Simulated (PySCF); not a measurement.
Mg(Me)(OSiH3) (CH6MgOSi), SMILES [Mg]([CH3])[O][SiH3]. Heavy atoms are numbered as in [Mg:1]([CH3:2])[O:6][SiH3:7]. Hydrogens are named by the atom that carries them.

Coordinates come from a PBE0-D3(BJ)/def2-SVP optimisation. The structure was generated by enumeration; whether it is a known compound was not checked. One conformer was computed; it need not be the lowest.

Method: PBE/pcSseg-1 (PySCF).

GIAO shieldings, no solvent; atoms alike by connectivity are averaged. δ = σ(ref) − σ: ¹³C against TMS (σ = 182.0 ppm); ¹H against TMS (σ = 31.49 ppm); ¹⁷O against H2O (σ = 334.3 ppm); ²⁹Si against TMS (σ = 335.4 ppm), references at their B3LYP-D3(BJ)/def2-TZVP geometries, non-relativistic.

Task: Estimate the chemical shifts. (The exact figures need the calculation; the answer reports its results.)

Result: 
```csv
nucleus,atoms,count,δ (ppm)
¹³C,C2 (CH3),1,-26.8
¹H,H on Si7,3,5.67
¹H,H on C2,3,-0.49
¹⁷O,O6,1,5.0
²⁹Si,Si7 (SiH3),1,-48.0
```
